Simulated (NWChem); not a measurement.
System: ZnHSCl; SMILES [Cl][Zn][SH]

```xyz
4

Zn    -0.0145     0.0167     0.0000
Cl    -0.0060     2.1294     0.0000
S     -0.0486    -2.1555     0.0000
H      1.3151    -2.2147     0.0000
```
Atoms are numbered in this order, from 1.

Program: NWChem. Pople sets run with spherical d functions. Medium grid unless said otherwise, to which SCAN and Minnesota functionals are sensitive. Geometry: optimised at PBE-D3(BJ)/def2-SVP. Hybrids' shares of exact exchange are those that their runs print; pure functionals count as 0. The functionals differ in more than this share.

| row | share of exact exchange | orbital gap (eV) |
|---|---|---|
| PBE/6-31G* | 0.00 | 4.25 |
| M06-L/6-31G* | 0.00 | 4.79 |
| B3LYP/6-31G* | 0.20 | 5.74 |
| B97-2/6-31G* | 0.21 | 6.01 |
| r2SCAN0/6-31G* | 0.25 | 6.63 |
| PW6B95/6-31G* | 0.28 | 6.34 |
| MN15/6-31G* | 0.44 | withheld |
| M06-2X/6-31G* | 0.54 | 7.98 |

### Question
Fit a straight line of the last column on the one before it, predict the withheld value, and compare with the run.

### Answer

1. Means of the 7 shown rows: x = 0.211, y = 5.963. Slope Σ(x − x̄)(y − ȳ)/Σ(x − x̄)² = 1.327/0.2037 = 6.515; intercept 4.585.
2. The shown rows scatter about the line by 0.231 (root mean square); the largest residual is +0.42, at r2SCAN0/6-31G*.
3. At x = 0.44 (MN15/6-31G*; inside the shown range) the line gives 7.45.
4. The run gives 7.54, +0.09 from the line, 0.4 times the scatter.
